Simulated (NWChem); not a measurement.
## Correlation energy of CH₅Si

```xyz
7

C     -0.1540     1.2000     0.0000
Si     0.1699    -0.6650     0.0000
H      0.2837     1.6755     0.8917
H      0.2837     1.6755    -0.8917
H     -1.2388     1.4066     0.0000
H     -0.3918    -1.3236     1.2214
H     -0.3918    -1.3236    -1.2214
```
Charge 0, spin multiplicity 2.

All runs are NWChem calculations. Structure: optimised with UB3LYP/def2-SVP, a minimum by its harmonic frequencies.

Basis set: cc-pVDZ. Each correlation energy counts from its own Hartree-Fock reference.

The correlated methods keep 6 core orbitals frozen. The structure started from a generated list of species. The unpaired electrons of the parent sit in orbitals of symmetry a' (Cs labels of the run); other states weren't searched. The stability of the SCF solutions was not checked. Open-shell Hartree-Fock references start from PBE0 orbitals. Coupled-cluster values serve here as a point of comparison, not as the truth.

For the correlation energy, CCSD[T] on ROHF gives -284.7 mHa and UMP2 gives -237.5 mHa. What do CCSD on ROHF, CCSD(T) on UHF, CCSD on UHF give?

CCSD on ROHF: -277.5 mHa; CCSD(T) on UHF: -283.1 mHa; CCSD on UHF: -276.2 mHa.
